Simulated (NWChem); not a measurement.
## Basis-set convergence for H4AlN

SMILES: [NH2][AlH2]
```xyz
6

Al     0.0000     0.0000    -0.6517
H     -1.4039     0.0000    -1.3933
H      1.4039     0.0000    -1.3933
N      0.0000     0.0000     1.1213
H      0.8296     0.0000     1.7048
H     -0.8296     0.0000     1.7048
```
Charge 0, spin multiplicity 1.

All runs are NWChem calculations. All single points use one geometry, from PBE0/def2-SVP, a minimum by its harmonic frequencies. It is one conformer; others weren't searched.

Quantity: dipole moment at the level B3LYP.

B3LYP has NWChem's definition, with VWN1-RPA local correlation. The Pople sets run with spherical d functions. The structure started from a generated list of species.

### Question
In def2-QZVP the value is 1.16 D. Among 3-21G, 6-31G*, pcseg-1, 6-311G**, 6-311++G**, aug-cc-pVDZ, aug-pcseg-1, cc-pVTZ, cc-pVQZ, which is the smallest basis within 0.1 D of it?

### Answer
6-311++G**, with 80 functions against 247 (also within reach: aug-cc-pVDZ, aug-pcseg-1, cc-pVQZ). def2-QZVP isn't the basis-set limit itself, and a small set can land close by cancellation.

```tsv
basis	functions	dipole moment (D)
3-21G	30	1.92
6-31G*	40	1.51
pcseg-1	52	1.29
6-311G**	68	1.43
6-311++G**	80	1.12
aug-cc-pVDZ	86	1.14
aug-pcseg-1	86	1.14
cc-pVTZ	120	1.32
cc-pVQZ	234	1.21
def2-QZVP	247	1.16
```
